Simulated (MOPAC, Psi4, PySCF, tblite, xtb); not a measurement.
Dimer CH4 ··· CH4O (SMILES C and CO), singlet at R = 4.49 Å between the centres of mass, closest contact 3.08 Å (a higher rigid-body minimum at GFN2-xTB). Geometry in Å and degrees:

```
C
H 1 1.0890
H 1 1.0957 2 108.35
H 1 1.0957 2 108.35 3 -117.94
O 1 1.4207 2 106.79 4 -121.03
H 5 0.9621 1 108.71 2 179.95
H 3 3.0834 1 104.23 2 -41.01
C 7 1.0891 3 101.29 1 -69.26
H 8 1.0891 7 109.47 3 -53.24
H 8 1.0891 7 109.47 9 120.00
H 8 1.0891 7 109.47 9 -120.00
```

- GFN2-xTB (tblite)
- SAPT0/jun-cc-pVDZ, frozen core (Psi4)
- PBE/def2-TZVP, counterpoise-corrected (Psi4)
- PBE-D3(BJ)/def2-TZVP, counterpoise-corrected (Psi4)
- HF/aug-cc-pVDZ, counterpoise-corrected (Psi4)
- MP2/aug-cc-pVDZ = DF-MP2/aug-cc-pVDZ, frozen core, counterpoise-corrected run with Psi4
- SCS-MP2/aug-cc-pVDZ = DF-SCS-MP2/aug-cc-pVDZ, frozen core, counterpoise-corrected (Psi4)
- PM3, restricted, heats of formation (MOPAC)
- AM1, restricted, heats of formation (MOPAC)
- GFN1-xTB (xtb)
- RKS-B3LYP/6-31G* = restricted B3LYP/6-31G*, spherical d, no counterpoise correction (PySCF)
- RKS-B3LYP/LANL2DZ = restricted B3LYP/LANL2DZ, no counterpoise correction (PySCF)
- RHF/STO-3G = restricted Hartree-Fock/STO-3G, no counterpoise correction in PySCF 2.14.0
- RKS-BP86/6-31G* = PySCF with restricted BP86/6-31G*, spherical d, no counterpoise correction

**Question.** What interaction energy does each level give?

**Answer.** 
| method | E_int / kJ/mol |
|---|---|
| PBE-D3(BJ)/def2-TZVP | -3.46 |
| GFN2-xTB | -2.28 |
| MP2/aug-cc-pVDZ | -2.12 |
| GFN1-xTB | -1.66 |
| SCS-MP2/aug-cc-pVDZ | -1.44 |
| SAPT0/jun-cc-pVDZ | -1.27 |
| PM3 | -1.15 |
| PBE/def2-TZVP | -0.98 |
| RKS-B3LYP/LANL2DZ | -0.30 |
| RKS-B3LYP/6-31G* | 0.23 |
| RHF/STO-3G | 0.62 |
| AM1 | 0.67 |
| HF/aug-cc-pVDZ | 0.82 |
| RKS-BP86/6-31G* | 1.79 |
